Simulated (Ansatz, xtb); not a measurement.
**Two isomers of CH6F2Si2**

Structure a is `C[Si](F)(F)[SiH3]`, a singlet and structure b is `F[SiH](F)C[SiH3]`, a singlet. Both are isolated molecules in the gas phase, relaxed with B3LYP/6-31G*; the shapes shown needn't be the lowest conformers.

a (Å):

```csv
atom,x (Å),y (Å),z (Å)
C,-2.1228,0.2309,3.0893
F,-1.8181,-2.5335,2.5502
F,0.3362,-1.1692,2.9551
Si,-1.1206,-1.1044,2.2554
Si,-0.8361,-0.8661,-0.0601
H,-3.1374,0.2769,2.6774
H,-1.6568,1.2139,2.9564
H,-2.2015,0.0350,4.1651
H,-2.1646,-0.8539,-0.7331
H,-0.1533,0.4242,-0.3544
H,-0.0236,-1.9786,-0.6207
```

b (Å):

| atom | x (Å) | y (Å) | z (Å) |
| --- | --- | --- | --- |
| C | -0.8569 | 0.5173 | -0.0229 |
| F | -1.6898 | 0.6849 | -2.7265 |
| F | 0.4338 | -0.7051 | -2.2402 |
| Si | -0.3661 | 0.6225 | -1.8112 |
| Si | -2.4936 | -0.3922 | 0.2979 |
| H | 0.4727 | 1.7934 | -2.1510 |
| H | -0.0518 | 0.0196 | 0.5337 |
| H | -0.9416 | 1.5341 | 0.3840 |
| H | -3.6382 | 0.4378 | -0.1563 |
| H | -2.5183 | -1.6896 | -0.4262 |
| H | -2.6485 | -0.6592 | 1.7541 |

Quicker runs give these differences E(b) − E(a): GFN2-xTB −30.7 kJ/mol; HF/STO-3G +14.1 kJ/mol (at GFN2-xTB geometries); r2SCAN-D4/def2-SVP −11.0 kJ/mol (at GFN2-xTB geometries).

**Question.** Estimate E(b) − E(a) at the level CCSD(T)/def2-SVP + ΔMP2/def2-TZVPP.

**Answer.** Calculated at CCSD(T)/def2-SVP + ΔMP2/def2-TZVPP: E(b) − E(a) = −14.4 kJ/mol, so structure b lies lower.

Level by level:

```tsv
level	geometry	E(b) − E(a) (kJ/mol)	departure from the last row (kJ/mol)	job, with rough time for the two
GFN2-xTB	GFN2-xTB	−30.7	−16.3	optimisation, 0.11 s
HF/STO-3G	GFN2-xTB	+14.1	+28.5	single point, 0.28 s
r2SCAN-D4/def2-SVP	GFN2-xTB	−11.0	+3.4	single point, 3.5 s
B3LYP/6-31G*	B3LYP/6-31G*	+6.7	+21.1	optimisation, 55 s
HF/def2-SVP	B3LYP/6-31G*	−19.1	−4.7	part of the CCSD(T) run
MP2/def2-SVP	B3LYP/6-31G*	−21.5	−7.1	part of the CCSD(T) run
CCSD(T)/def2-SVP	B3LYP/6-31G*	−15.4	−1.1	single point
CCSD(T)/def2-SVP + ΔMP2/def2-TZVPP	B3LYP/6-31G*	−14.4		single point, 26 s
```

As drawn, b has 1 C–Si, 1 Si–H in place of 1 Si–Si, 1 C–H.

HF/STO-3G, B3LYP/6-31G* put the two in the other order. The largest departure from CCSD(T)/def2-SVP + ΔMP2/def2-TZVPP is that of HF/STO-3G, 28.5 kJ/mol. The last row adds to CCSD(T) the change of the MP2 difference between the two basis sets, here +1.1 kJ/mol.

With harmonic frequencies from B3LYP/6-31G* (ideal gas, rigid rotor, one conformer each, 400 K, 1 atm): on the last row, ΔE + ΔZPE = −16.5 kJ/mol. A mode under 50 cm⁻¹ makes harmonic enthalpies and free energies unreliable, so none is given.

The correlated steps freeze 13 core orbitals. Programs: Ansatz 0.2.0, xtb 6.7.1; the last row on 2 threads of Arm Neoverse V2 on a shared host.
